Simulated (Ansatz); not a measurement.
The first iterations of a band of BClF2 + FH (6 atoms, charge 0, multiplicity 1).

These are results of RKS B3LYP-D4/def2-SVP (Ansatz 0.2.0), not measurements.

```
movable images  : 5
climbing image  : yes
spring          : 5.0 eV/Å²
optimiser       : quadratic models (default)
start path      : through a guess of the saddle point
force threshold : 0.05 eV/Å
iteration limit : 60
end points      : relaxed
```

First end point:

```xyz
6
Properties=species:S:1:pos:R:3
B -0.002 0.236 0.108
Cl -0.011 0.630 1.842
F 1.136 0.229 -0.545
F -1.141 0.156 -0.540
F 0.070 -2.055 0.581
H 0.068 -1.926 1.503
```

Last end point:

```xyz
6
Properties=species:S:1:pos:R:3
B 0.015 -0.362 -0.474
Cl 0.009 0.024 2.524
F 1.134 0.291 -0.683
F -1.144 0.221 -0.679
F 0.055 -1.641 -0.145
H 0.052 -1.261 2.408
```

| iteration | highest image above the first end (eV) | largest band force component (eV/Å) |
| --- | --- | --- |
| 1 | 1.954 | 5.716 |
| 2 | 0.642 | 2.952 |
| 3 | 0.551 | 4.553 |

Problem. Does the band converge within its limit, and where does its top end?

Solution. It converged. It ended after 11 iterations with the highest image 0.480 eV above the first end. A vibrational analysis at the climbing image gives one clearly imaginary mode, 884i cm⁻¹: a first-order saddle point. The orbitals stay closed-shell, which can raise the energy where a bond breaks towards radicals; this wasn't checked here.

The run took 2.2 min on 1 thread of Arm Neoverse V2 (shared host), peak memory 0.15 GiB.
